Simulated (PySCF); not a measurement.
**Radial density of Ge²⁺ (germanium, charge +2)**

B3LYP, [Ar] 3d10 4s2, closed-shell 1S. All numbers are calculated (PySCF 2.14, scalar relativity through the core potential, in cc-pVTZ-PP with ECP10MDF (5s4p3d1f, 39 functions)). This is the valence pseudo-density: the core potential removes the inner electrons and smooths the orbitals near the nucleus.

| r (bohr) | 4πr²ρ (e/bohr) |
| --- | --- |
| 0.000946 | 1.059e-05 |
| 0.00159 | 2.978e-05 |
| 0.00268 | 8.281e-05 |
| 0.00450 | 0.0002236 |
| 0.00757 | 0.0005649 |
| 0.0127 | 0.001285 |
| 0.0214 | 0.002716 |
| 0.0360 | 0.006314 |
| 0.0606 | 0.03472 |
| 0.102 | 0.3291 |
| 0.171 | 2.462 |
| 0.288 | 11.99 |
| 0.485 | 28.23 |
| 0.816 | 16.63 |
| 1.37 | 3.536 |
| 2.31 | 0.9512 |
| 3.88 | 0.05757 |
| 6.53 | 0.0001683 |

Energies and moments cover only the electrons outside the core potential.
